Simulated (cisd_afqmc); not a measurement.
Input (AFQMC/CISD/def2-SVP; cisd_afqmc is a phaseless AFQMC code with CISD trial states that reads the integrals written by Ansatz):

Ansatz 0.2 input:
```python
import cisd_afqmc

open("ham.yaml", "w").write("""\
crystal:
  periodic: [false, false, false]
  atoms:
    - {symbol: O, position_ang: [-0.00000000, -0.00000000, -1.57305499]}
    - {symbol: Sn, position_ang: [0.00000000, 0.00000000, 0.30243482]}
    - {symbol: H, position_ang: [-0.00000000, -0.00000000, -2.53730097]}
basis:
  gaussian:
    orbitals: def2-SVP
total_charge: 1
magnetization: {spin_polarized: false}
correlation: {method: ccsd, electrons: outside_noble_gas, hamiltonian_folder: ham}
""")
rep = cisd_afqmc.ansatz("ham.yaml")
e_ccsd = rep["correlation"]["coupled_cluster"]["energy"]["hartree"]
out = cisd_afqmc.run("ham", e_ccsd, trial="CISD", walkers=200, populations=8, threads=8, dt=0.005, steps=40, early=36, settle=10, least=32,
    cut=5e-5, rank_cut=2e-4, target=0.0004, seconds=1500, seed=1, memory=17280, gpu=False)
```

Output:

```
orbitals 35, occupied [5], factors 196 of 523, rank of the doubles 72 of 150
E(HF) = -288.505617
E(CCSD) on the cut factors = -288.759033, shift to the whole factors -0.000002
Energy of the trial state on the determinant = -288.759100
  tau behind 10.8 of longer steps, mean of the populations' last blocks
   2.0  -288.76733
   4.0  -288.76709
   6.0  -288.76716
   8.0  -288.76887
  10.0  -288.76861
blocks 485 (0 outliers left out), error by blocks joined: 1: 0.00018, 2: 0.00022, 4: 0.00027, 8: 0.00034, 16: 0.00039
E(AFQMC/CISD) = -288.76798 +/- 0.00039
```

 The CCSD(T) runs of this state have a T1 diagnostic of up to 0.028.
